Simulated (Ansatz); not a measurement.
Program: Ansatz. Geometries: PBE0-D4/def2-TZVP. ΔE: electronic, gas phase. CCSD(T)/CBS is the MP2 limit (def2-TZVPP, def2-QZVPP) plus CCSD(T) − MP2 in def2-TZVPP, frozen cores. Functionals use def2-TZVPP. B3LYP here is the variant with VWN-RPA as its local correlation; programs differ in this. For Se outer-core shells are correlated without core-valence functions, which leaves a few kJ/mol of doubt a bond. Scalar relativity is left out up to krypton. One conformer a species, not always the lowest.

Consider the cleavage of the Si–Si bond: `C[SiH]([SiH3])[NH][AlH2]` + `[AlH2][SeH]` → `[AlH2][Se][SiH3]` + `C[SiH2][NH][AlH2]`.

```
             level  ΔE (kcal/mol)  difference from CCSD(T)/CBS
            PBE-D4          -12.8                          3.7
           PBE0-D4          -14.3                          2.2
          B3LYP-D4          -14.8                          1.7
           ωB97M-V          -16.7                         -0.2
            B2PLYP          -16.2                          0.3
               PBE          -13.0                          3.5
              PBE0          -14.6                          1.9
             B3LYP          -15.1                          1.4
     HF/def2-TZVPP          -18.8                         -2.3
SCS-MP2/def2-TZVPP          -17.9                         -1.4
   CCSD/def2-TZVPP          -15.8                          0.7
CCSD(T)/def2-TZVPP          -15.5                          1.0
     HF/def2-QZVPP          -18.8                         -2.3
      HF/CBS(def2)          -18.9                         -2.4
     MP2/CBS(def2)          -19.1                         -2.6
    CCSD/CBS(def2)          -16.8                         -0.3
       CCSD(T)/CBS          -16.5                            0
```

Largest T1 diagnostic among the species: 0.012.

From PBE to PBE0 (25 % exact exchange), in def2-TZVPP and without D4, ΔE moves by −1.5 kcal/mol.
